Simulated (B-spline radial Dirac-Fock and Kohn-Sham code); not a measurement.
# Photoelectron lines of Mo⁴⁺ at 8040 eV

System: Mo⁴⁺, configuration [Kr] 4d2.

The run's input, task.json:

```json
{"items": [{
  "Z": 42,
  "q": 4,
  "cfg": [[1, 0, 2], [2, 0, 2], [2, 1, 6], [3, 0, 2], [3, 1, 6], [3, 2, 10], [4, 0, 2], [4, 1, 6], [4, 2, 2]],
  "A": 98,
  "rrms": 4.4091,
  "do": ["binding", "quiet", "photo"],
  "hv": [42.7, 54.2, 67.0, 262.0, 282.0, 285.0, 385.0, 440.0, 529.0, 763.0, 1360.0, 1480.0, 2470.0, 3530.0, 4120.0, 8040.0, 12900.0, 19700.0, 20200.0, 22100.0, 22300.0, 61700.0, 134000.0, 146000.0]
}]}
```

Run with: `python xray_run.py task.json out`

Method: independent-particle photoionisation in a Dirac-Hartree-Slater potential with a Latter tail, all multipoles, thresholds from Dirac-Fock ΔSCF. Computed with a radial finite-basis atomic code. The asymmetry parameter β is from the dipole term alone. Kinetic energies are from the vacuum level. Open shells are spread statistically over j, without multiplet splitting.

| subshell | electrons | binding (eV) | kinetic (eV) | σ (kb) | β |
| --- | --- | --- | --- | --- | --- |
| 2s | 2 | 2934.4 | 5105.6 | 6.94 | 2.00 |
| 2p1/2 | 2 | 2688.6 | 5351.4 | 4.81 | 1.31 |
| 2p3/2 | 4 | 2583.7 | 5456.3 | ? | ? |
| 3s | 2 | 569.2 | 7470.8 | 1.25 | 2.00 |
| 3p1/2 | 2 | 475.2 | 7564.8 | 0.714 | 1.24 |
| 3p3/2 | 4 | 457.4 | 7582.6 | 1.27 | 1.27 |
| 3d3/2 | 4 | 291.5 | 7748.5 | 0.141 | 0.66 |
| 3d5/2 | 6 | 288.3 | 7751.7 | 0.198 | 0.64 |
| 4s | 2 | 125.3 | 7914.7 | 0.225 | 2.00 |
| 4p1/2 | 2 | 94.88 | 7945.1 | 0.111 | 1.22 |
| 4p3/2 | 4 | 92.19 | 7947.8 | 0.197 | 1.25 |
| 4d3/2 | 0.8 | 52.52 | 7987.5 | 0.00319 | 0.65 |
| 4d5/2 | 1.2 | 52.24 | 7987.8 | 0.00447 | 0.63 |

**Question.** What are σ and β for 2p3/2?

**Answer.** σ = 8.48 kb, the largest of all subshells and 35 % of the total, and β = 1.34.

Run: 3.1 s of CPU time on 1 thread of Neoverse-V2 (shared host), peak memory 0.40 GiB.
